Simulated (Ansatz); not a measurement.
One change: `FC(F)/C=C/I` becomes `C=CC(F)F`.

Ansatz, PBE0-D4/def2-TZVP geometries, multiplicity 1. Each molecule was computed in one conformer, which needn't be the lowest.

Elements past krypton have def2 core potentials.  Spin–orbit coupling is left out; it splits and shifts lone-pair levels of the heavy atoms by tenths of an eV.

```csv
property,`FC(F)/C=C/I`
LUMO energy (PBE0/def2-TZVPP) / eV,-0.96
LUMO energy (ωB97M-V/def2-TZVPP) / eV,1.06
HOMO energy (ωB97M-V/def2-TZVPP) / eV,-9.49
"ideal-gas entropy at 298 K and 1 bar (rigid rotor, harmonic PBE0-D4/def2-TZVP) / J/(mol·K)",355
LUMO energy (PBE/def2-TZVPP) / eV,-1.92
size of the dipole moment (ωB97M-V/def2-TZVPP) / D,1.50
```

(1) Give the same properties after the change, and the shifts. (Estimate.)

Results:

(1) Computed: 
| property | `C=CC(F)F` | shift |
| --- | --- | --- |
| LUMO energy (PBE0/def2-TZVPP) / eV | -0.50 | 0.46 |
| LUMO energy (ωB97M-V/def2-TZVPP) / eV | 1.65 | 0.59 |
| HOMO energy (ωB97M-V/def2-TZVPP) / eV | -10.69 | -1.20 |
| ideal-gas entropy at 298 K and 1 bar (rigid rotor, harmonic PBE0-D4/def2-TZVP) / J/(mol·K) | 302 | -53 |
| LUMO energy (PBE/def2-TZVPP) / eV | -1.54 | 0.38 |
| size of the dipole moment (ωB97M-V/def2-TZVPP) / D | 2.11 | 0.61 |

With PBE0 the HOMO falls by 1.00 eV and the LUMO rises by 0.46 eV, so the gap widens by about 1.46 eV. PBE moves the HOMO by -0.90 eV and ωB97M-V by -1.20 eV. Dipoles are sizes alone; their direction can turn.

Positive LUMOs are unbound, so they and the gaps depend on the basis.
